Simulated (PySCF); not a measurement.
SeBr2, SMILES Br[Se]Br. Atoms are numbered in the order given.

```xyz
3

Se     0.0000     0.0000     0.9737
Br     0.0000     1.8088    -0.4729
Br     0.0000    -1.8088    -0.4729
```

Coordinates come from a PBE0-D3(BJ)/def2-SVP optimisation.

Two levels are set side by side: PBE/pcSseg-2 (PySCF) and B3LYP/pcSseg-2 (PySCF). GIAO shifts against Me2Se (⁷⁷Se) at the same level; non-relativistic, no solvent, atoms listed together averaged. Without spin–orbit terms, shifts of atoms bonded to Cl or Br come out too high at both levels. Differences are taken from unrounded values.

```tsv
quantity	B3LYP	PBE	PBE minus B3LYP
δ(⁷⁷Se) of Se1 (ppm)	1873.4	1947.4	74.0
```

Rough cost on one machine, each run with all the roots and properties that it gave: B3LYP against PBE within a factor of 2.
